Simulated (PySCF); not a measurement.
**Orbital picture of CaBi**

PBE0 at R = 3.175 Å; basis Ca def2-SVP, Bi def2-SVP with ECP60; scalar-relativistic core potentials; PySCF 2.14. State: ⁴Σ⁻ (quartet), unpaired electrons σ ↑, π ↑↑. Only the outer orbitals are listed, counted within each symmetry, core potentials removing the inner ones.

```csv
spin,orbital,occ.,ε (eV),on Ca (%),main shells (%)
α,9σ,1,-15.61,3,97 Bi s
α,10σ,1,-5.94,33,"66 Bi p, 30 Ca s"
α,5π,1,-5.55,7,93 Bi p
α,5π,1,-5.55,7,93 Bi p
α,11σ,1,-4.09,84,"63 Ca s, 17 Bi p, 16 Ca p"
α,6π,0,-0.83,100,"51 Ca d, 48 Ca p"
α,6π,0,-0.83,100,"51 Ca d, 48 Ca p"
α,12σ,0,-0.78,97,"76 Ca d, 22 Ca p"
β,9σ,1,-13.89,4,96 Bi s
β,10σ,1,-5.02,42,"56 Bi p, 36 Ca s"
β,5π,0,-2.39,19,"81 Bi p, 12 Ca d"
β,5π,0,-2.39,19,"81 Bi p, 12 Ca d"
β,11σ,0,-2.11,82,"64 Ca s, 18 Bi p, 12 Ca p"
```

Q: Which are the highest filled and the lowest empty level, where do they sit, and how wide is the gap?

A: Highest filled α 11σ at -4.09 eV (in %: 63 Ca s, 17 Bi p, 16 Ca p); lowest empty β 5π at -2.39 eV (in %: 81 Bi p, 12 Ca d); the gap at PBE0 is 1.70 eV.

```
bond order (Mayer)                               : 1.05
⟨S²⟩                                             : 3.756
charge on Ca (Mulliken, basis-dependent)         : 0.21
charge on Ca (Löwdin, basis-dependent)           : 0.08
dipole moment (positive dipole means Ca(−)Bi(+)) : -3.25 D
polarisability along the bond                    : 210.5 bohr³
polarisability across the bond                   : 125.6 bohr³
```

These are scalar-relativistic numbers at best; spin–orbit coupling would shift them, the dissociation energy most. The state was picked by a PBE0 search and need not be the measured ground state.
